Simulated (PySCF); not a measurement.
# Core binding energy against partial charge

Compound: C₃HF₃N (charge -1).
Geometry (GFN2-xTB, Å), atoms numbered from 1 in this order:
```xyz
8
C3HF3N angstrom
N      2.7036    0.0605   -0.2896
C      1.5738    0.2897   -0.1446
C      0.2507    0.6321   -0.0377
C     -0.7739   -0.3227   -0.0454
F     -1.1404   -0.9791    1.2921
F     -2.0134    0.1534   -0.3601
F     -0.5913   -1.4335   -0.7863
H      0.0001    1.6090    0.3468
```

Binding energies: delta-SCF UKS SCAN, pcX-2 on the ionised atom, pcseg-1 elsewhere, spin-free X2C (PySCF). Charges: PBE0/pcSseg-1 ground-state density, for the ionised atom.

```tsv
atom	environment	C 1s (eV)	Mulliken (e)	IAO (e)	Hirshfeld (e)	ESP (e)
C3	carbon bonded to 2 C and H	285.38	-0.475	-0.534	-0.255	-1.228
C2	carbon bonded to C and N	286.67	+0.060	+0.137	-0.008	+0.708
C4	CF3 carbon	292.00	+0.779	+0.749	+0.205	+0.923
```

Problem. How well does each charge scheme correlate with the binding energies over these sites?

Solution. Mulliken: r = 0.97, slope 5.4 eV per e; IAO: r = 0.93, slope 5.1 eV per e; Hirshfeld: r = 0.93, slope 14.2 eV per e; ESP: r = 0.72, slope 2.1 eV per e. Mulliken charges have the highest r, on only 3 points.

Problem. The point-charge model writes a binding energy as kq + V + constant, with V the potential of the other atoms' charges at the site. What does it give with the IAO charges?

Solution. V = Σ 14.40 eV Å × q/r over all other atoms: +2.28 eV at C3, -10.33 eV at C2, -16.18 eV at C4. Fitting binding energy − V to q gives k = 19.6 eV per e and leaves an rms residual of 0.37 eV, against 1.02 eV for the fit on q alone. The model has no term for differences in relaxation between sites.

The unrestricted hole states depart most from a pure doublet (⟨S²⟩ = 0.75; over 0.85 named) for C 1s of C4 (0.89), which makes this value less certain. The species carries charge -1, so core ionisation leaves a neutral species. The basis sets have no added diffuse functions. Geometry: GFN2-xTB; no solvent, vibrations or thermal averaging.
